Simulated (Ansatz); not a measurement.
The cluster InN₂ (the lowest doublet isomer of a short search) was relaxed with r2SCAN-D4 (def2-TZVP) in Ansatz in these states: neutral doublet, neutral quartet. The geometries follow in no particular order.

In the def2 sets In takes a core potential; there is no spin–orbit coupling.

A:

```xyz
3

In    0.568    1.416    1.062
N     0.201   -0.697   -0.805
N    -0.769   -0.719   -0.257
```

B:

```tsv
atom	x (Å)	y (Å)	z (Å)
In1	1.397	-0.246	-0.522
N2	-0.488	0.485	0.653
N3	-0.909	-0.238	-0.132
```

Problem. Judge from the bond lengths which geometry belongs to which state (an estimate).

Solution. A is the neutral doublet (N2–N3 1.114 Å); B is the neutral quartet (N2–N3 1.147 Å).

At PBE0-D4/def2-TZVP a doublet lies 3.87 eV below the neutral quartet. These are the stationary points nearest to one start from a short search; other shapes may lie lower in each state.
